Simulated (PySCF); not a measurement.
# Cs (caesium, neutral) across methods

[Xe] 6p1, 2P determinant (an excited configuration). Computed with PySCF 2.14 in ANO-RCC-VTZP (8s7p4d2f1g, 72 functions), with scalar relativity by spin-free X2C-1e. The B2PLYP total includes its PT2 part (frozen core); its orbital energies are those of the SCF part.

| method | E (hartree) | mean ε 5p α (eV) | mean ε 5p β (eV) | mean ε 6p α (eV) | Σ⟨r²⟩ (bohr²) | ⟨S²⟩ |
| --- | --- | --- | --- | --- | --- | --- |
| PBE | -7785.37 | -14.790 | -14.762 | -1.565 | 121.8 | 0.750 |
| LDA | -7778.90 | -14.882 | -14.856 | -1.524 | 119.5 | 0.750 |
| PBE0 | -7785.44 | -16.308 | -16.278 | -1.813 | 123.0 | 0.750 |
| B2PLYP | -7785.02 | -17.507 | -17.477 | -1.906 | 123.9 | 0.750 |
| r2SCAN | -7785.78 | -15.266 | -15.259 | -1.515 | 123.1 | 0.750 |
| MN15 | -7791.26 | -16.766 | -16.699 | -1.225 | 114.1 | 0.751 |
| UHF | -7782.72995 | -19.742 | -19.704 | -2.300 | 127.7 | 0.750 |

(1) Estimate the same row for LC-wPBE.

Spin-orbit coupling, absent here, splits the open shell strongly.

Answers

(1) E (hartree) = -7785.33; mean ε 5p α (eV) = -19.243; mean ε 5p β (eV) = -19.221; mean ε 6p α (eV) = -2.536; Σ⟨r²⟩ (bohr²) = 125.6; ⟨S²⟩ = 0.750.
